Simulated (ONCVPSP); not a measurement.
Transferability test, ONCV potential for beryllium

| Property | Result |
| --- | --- |
| Element | beryllium (Be) |
| Generator | ONCVPSP 4.0.1 |
| Type | optimised norm-conserving Vanderbilt (ONCV) |
| Functional | PBE |
| Relativity | scalar-relativistic |
| Frozen core | none |
| Valence charge | 4 |
| Reference configuration | 1s2 (charge +2) |
| Partial waves | 1s: rc 0.40 bohr, ncon 4, nbas 9, qcut 30.3 1/bohr, 2 projectors, debl 0.9 Ha; p scattering state at 0.17 Ha: rc 0.40 bohr, ncon 4, nbas 7, qcut 21.6 1/bohr, 2 projectors, debl 2.5 Ha; d scattering state at 0.02 Ha: rc 0.40 bohr, ncon 4, nbas 8, qcut 26.2 1/bohr, 2 projectors, debl 1.4 Ha |
| Local potential | polynomial inside 0.30 bohr (lpopt 2, dvloc0 3 Ha) |
| Core correction | none |

In the s channel the program set the typed energies aside and used -4.861, 0.250 Ha.

Energies are relative to the spin-unpolarised reference configuration 1s2; without spin polarisation the order of configurations can differ from experiment.

Question: Give the all-electron excitation energy and the error of the potential for: 1s2 2s2; 1s2 2s1; 1s2 2s1.5; 1s2 2s1 2p1.

Answer:

```
valence configuration  charge  ΔE all-electron (eV)  error AE − PS (meV)
              1s2 2s2       0               -27.499                 +0.9
              1s2 2s1      +1               -17.948                 +0.4
            1s2 2s1.5    +0.5               -23.738                 +0.7
          1s2 2s1 2p1       0               -23.886                 +0.3
```

Note: ghosts flagged at negative energy: s at -128.3 eV; GHOST(+) flags only above 600 eV. A true bound ghost makes a file unfit for plane-wave use.
